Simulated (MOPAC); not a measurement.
A run for MOPAC: PM6 on Cl2Ta (SMILES [Cl][Ta][Cl]), 2S+1 = 4, a spin state set in the input, which need not be the lowest.

```
PM6 1SCF PRECISE CHARGE=0 UHF MS=1.5 THREADS=1
Cl2Ta

Ta    -0.01105051 1     0.01579969 1    -0.02343648 1
Cl    -0.17387183 1     1.68678973 1    -1.61114882 1
Cl     0.15165362 1    -1.65521782 1     1.56426567 1
```

Program output:

```
*******************************************************************************
 **                                                                           **
 **                              MOPAC v23.2.5                                **
 **                                                                           **
 *******************************************************************************
 ** MOPAC's Digital Object Identifier: https://doi.org/10.5281/zenodo.6511958 **
 **                                                                           **
 ** Please cite the open-source release paper for use of this MOPAC version:  **
 ** J. E. Moussa and J. J. P. Stewart (2026)                                  **
 ** MOPAC: An open-source semiempirical molecular orbital program             **
 ** J. Open Source Softw., 11(119), 8025, https://doi.org/10.21105/joss.08025 **
 *******************************************************************************

                              PM6 CALCULATION RESULTS

 *******************************************************************************
 *  PM6        - The PM6 Hamiltonian to be used
 *  UHF        - UNRESTRICTED HARTREE-FOCK CALCULATION
 *
 *
 *
 *                 CHARGE ON SYSTEM = 0
 *
 *
 *
 *  MS=        - IN MECI, MAGNETIC COMPONENT OF SPIN =  1.5
 *  PRECISE    - TIGHTER CRITERIA TO BE USED
 *  1SCF       - DO 1 SCF AND THEN STOP
 *  THREADS=1  - MULTI-THREADING NOT USED
 *  T=         - A TIME OF 172800.0 SECONDS REQUESTED
 *  DUMP=N     - RESTART FILE WRITTEN EVERY 7200.0 SECONDS REQUESTED
 *******************************************************************************
PM6 1SCF PRECISE CHARGE=0 UHF MS=1.5 THREADS=1
 Cl2Ta

   ATOM   CHEMICAL          X               Y               Z
  NUMBER   SYMBOL      (ANGSTROMS)     (ANGSTROMS)     (ANGSTROMS)

     1      Ta         -0.01105051  *   0.01579969  *  -0.02343648  *
     2      Cl         -0.17387183  *   1.68678973  *  -1.61114882  *
     3      Cl          0.15165362  *  -1.65521782  *   1.56426567  *



          CARTESIAN COORDINATES

    NO.       ATOM           X           Y           Z

     1        Ta         -0.0111      0.0158     -0.0234
     2        Cl         -0.1739      1.6868     -1.6111
     3        Cl          0.1517     -1.6552      1.5643

 General Reference for PM6:
 "Optimization of Parameters for Semiempirical Methods V: Modification of NDDO Approximations
 and Application to 70 Elements", J. J. P. Stewart, J. Mol. Mod., 13, 1173-1213 (2007)
 URL: https://link.springer.com/article/10.1007/s00894-007-0233-4

           Empirical Formula: Ta Cl2  =     3 atoms



      MOLECULAR POINT GROUP   :   D*h


          UHF CALCULATION, NO. OF ALPHA ELECTRONS =   11
                           NO. OF BETA  ELECTRONS =    8

 -------------------------------------------------------------------------------
 PM6 1SCF PRECISE CHARGE=0 UHF MS=1.5 THREADS=1
 Cl2Ta



     1SCF WAS SPECIFIED, SO BFGS WAS NOT USED
     SCF FIELD WAS ACHIEVED


                              PM6 CALCULATION
                                                       MOPAC v23.2.5 Linux




          FINAL HEAT OF FORMATION =         31.35860 KCAL/MOL =     131.20437 KJ/MOL


          COSMO AREA              =        121.52 SQUARE ANGSTROMS
          COSMO VOLUME            =        112.02 CUBIC ANGSTROMS

          IONIZATION POTENTIAL    =          8.936309 EV
          ALPHA SOMO LUMO (EV)    =         -8.936  1.892
          BETA  SOMO LUMO (EV)    =         -9.937 -0.881
          NO. OF ALPHA ELECTRONS  =         11
          NO. OF BETA  ELECTRONS  =          8
          MOLECULAR WEIGHT        =        251.8539         POINT GROUP:  D*h

          MOLECULAR DIMENSIONS (Angstroms)

            Atom       Atom       Distance
           Cl     3   Cl     2     4.62150
           Ta     1   Cl     2     0.00006
           Cl     3   Ta     1     0.00000


          SCF CALCULATIONS        =          1





   ATOM   CHEMICAL          X               Y               Z
  NUMBER   SYMBOL      (ANGSTROMS)     (ANGSTROMS)     (ANGSTROMS)

     1      Ta         -0.01105051  *   0.01579969  *  -0.02343648  *
     2      Cl         -0.17387183  *   1.68678973  *  -1.61114882  *
     3      Cl          0.15165362  *  -1.65521782  *   1.56426567  *

                             CARTESIAN COORDINATES

   1   Ta       -0.011050510     0.015799690    -0.023436480
   2   Cl       -0.173871830     1.686789730    -1.611148820
   3   Cl        0.151653620    -1.655217820     1.564265670


           Empirical Formula: Ta Cl2  =     3 atoms



      MOLECULAR POINT GROUP   :   D*h


          ALPHA EIGENVALUES
 -25.74718 -25.03200 -13.62629 -12.49792 -12.49792  -9.97601  -9.97601  -9.89795
  -9.09695  -8.93631  -8.93631   1.89210   1.89210   3.41540  44.59877  44.59877
  46.48243  91.60109  91.60109  91.60857  91.60857  91.61235  91.61235  91.68870
  91.96338  91.97652  91.97652


           BETA EIGENVALUES
 -25.97550 -25.33273 -13.53278 -12.21828 -12.21828 -10.19335 -10.19335  -9.93745
  -0.88125   3.28709   3.28709   3.41618   3.41618   4.59648  47.51366  49.71575
  49.71575  91.54956  91.54956  91.54994  91.54994  91.56653  91.56653  91.69185
  91.93842  91.93842  91.96416


              NET ATOMIC CHARGES AND DIPOLE CONTRIBUTIONS

  ATOM NO.   TYPE          CHARGE      No. of ELECS.   s-Pop       p-Pop       d-Pop
    1         Ta           0.661736        4.3383     1.02126     0.00199     3.31501
    2         Cl          -0.330866        7.3309     1.98698     5.34192     0.00197
    3         Cl          -0.330870        7.3309     1.98698     5.34193     0.00197
 DIPOLE           X         Y         Z       TOTAL
 POINT-CHG.     0.000     0.000    -0.000     0.000
 HYBRID        -0.000    -0.000     0.000     0.000
 SUM            0.000     0.000    -0.000     0.000


          ATOMIC ORBITAL ELECTRON POPULATIONS

     Atom    s        px        py        pz      x^2-y^2     xz        z^2       yz        xy
    1 Ta   1.02126   0.00009   0.00100   0.00091   0.74938   0.70695   0.51746   0.66544   0.67577
    2 Cl   1.98698   1.80897   1.76428   1.76867   0.00038   0.00024   0.00031   0.00079   0.00025
    3 Cl   1.98698   1.80897   1.76429   1.76867   0.00038   0.00024   0.00031   0.00079   0.00025


                    (SZ)    =    1.500000
                    (S**2)  =    3.761829


          ATOMIC ORBITAL SPIN POPULATIONS

    Atom   Total    s     px     py     pz   x^2-y^2  xz     z^2    yz     xy
         Atomic
    1 Ta  3.1172  0.847  0.000 -0.000 -0.000  0.585  0.554  0.260  0.365  0.506
    2 Cl -0.0586 -0.000 -0.029 -0.014 -0.016  0.000  0.000  0.000  0.001  0.000
    3 Cl -0.0586 -0.000 -0.029 -0.014 -0.016  0.000  0.000  0.000  0.001  0.000

 **********************
 *                    *
 * JOB ENDED NORMALLY *
 *                    *
 **********************




 == MOPAC DONE ==
```

The run finished.

Cost: very roughly 0.03 core-seconds.
